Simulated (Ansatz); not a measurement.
BeH2O (SMILES [BeH][OH]) moved off its minimum; all values from Ansatz (a quantum-chemistry and plane-wave program), cores frozen in correlated methods.
(charge 0, multiplicity 1)
```xyz
4

Be    -0.8355    -0.3919     0.1463
H     -1.9026    -0.8955     0.0874
O      0.5350     0.1422     0.0033
H      1.1628     0.8584     0.5334
```

```tsv
level	largest force (eV/Å)	on atom	rms difference from CCSD(T)/aug-cc-pVTZ (eV/Å)	dipole (D)
HF/def2-TZVPP	6.12	H4	0.483	1.67
PBE/def2-TZVPP	4.98	Be1	0.151	1.64
r2SCAN/def2-TZVPP	5.11	Be1	0.089	1.64
B3LYP/def2-TZVPP	5.00	Be1	0.089	1.64
wB97M-V/def2-TZVPP	5.03	H4	0.075	1.64
MP2/aug-cc-pVTZ	4.90	H4	0.043	1.57
CCSD(T)/aug-cc-pVTZ	4.89	H4	0.000	1.53
```

The differences count from one level among others, with limits of its own. Forces at CCSD(T)/aug-cc-pVTZ (eV/Å):

| atom | Fx | Fy | Fz |
|---|---|---|---|
| Be1 | 4.440 | 2.020 | -0.040 |
| H2 | -2.907 | -1.344 | -0.064 |
| O3 | 1.446 | 2.502 | 2.333 |
| H4 | -2.979 | -3.178 | -2.230 |
